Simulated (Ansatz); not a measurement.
**A reaction path, image by image**

AlH2Br, closed shell, from AlH₂Br ([AlH2][Br]) to a complex of AlH + HBr; PBE0-D4/def2-SVP (Ansatz 0.2.0). Settings:

```yaml
hamiltonian: {xc: pbe0, dispersion: d4}
neb:
  images: 5
  climbing: true
  max_iterations: 40
  initial_path: idpp
```

First end:

| atom | x (Å) | y (Å) | z (Å) |
| --- | --- | --- | --- |
| Al1 | -0.1752 | 0.0427 | -0.0859 |
| Br2 | 1.8043 | -0.4386 | 0.8846 |
| H3 | -0.3212 | -0.2491 | -1.6276 |
| H4 | -1.3079 | 0.6451 | 0.8289 |

Second end:

Al1  (-0.992, 0.461, 0.500)
Br2  (2.271, -1.056, -1.151)
H3  (1.068, -0.497, -0.544)
H4  (-2.347, 1.093, 1.195)
(Å)

The ends were relaxed with PBE0-D4 in triple zeta, so they are not quite minima here (largest force components 0.06 and 0.06 eV/Å).

Energies along the converged band: It took 10 iterations. Path lengths are measured after rigid turns and shifts between images are taken out.
```tsv
image	path length (Å)	energy (eV)
0	0.00	0.000
1	0.55	0.491
2	1.10	2.058
3 (climbing)	1.65	2.877
4	2.44	2.811
5	3.24	2.805
6	4.04	2.791
```
Energies count from the first end.

The images between the ends:
Image 1:
```xyz
4
angstrom
Al -0.3620 0.1180 -0.0429
Br 1.7637 -0.5170 0.4681
H -0.0855 -0.3062 -1.5112
H -1.3162 0.7053 1.0861
```

Image 2:
```xyz
4
angstrom
Al -0.6425 0.2006 -0.1155
Br 1.7018 -0.5592 0.1806
H 0.1765 -0.3565 -1.3224
H -1.2358 0.7151 1.2573
```

Image 3:
```xyz
4
angstrom
Al -0.9704 0.2916 -0.2256
Br 1.7048 -0.6040 -0.0159
H 0.4309 -0.3921 -1.0797
H -1.1653 0.7045 1.3212
```

Image 4:
```xyz
4
angstrom
Al -1.2490 0.3970 -0.1928
Br 2.0559 -0.7835 -0.2669
H 0.7675 -0.4699 -0.8969
H -1.5744 0.8565 1.3566
```

Image 5:
```xyz
4
angstrom
Al -1.2116 0.4173 -0.0427
Br 2.3795 -0.9366 -0.4429
H 1.0072 -0.5038 -0.6697
H -2.1751 1.0232 1.1554
```

The band counts as converged below 0.05 eV/Å. Hardware: 2 CPU threads of an Intel Xeon Platinum 8559C, shared host. Wall time about 32 s.
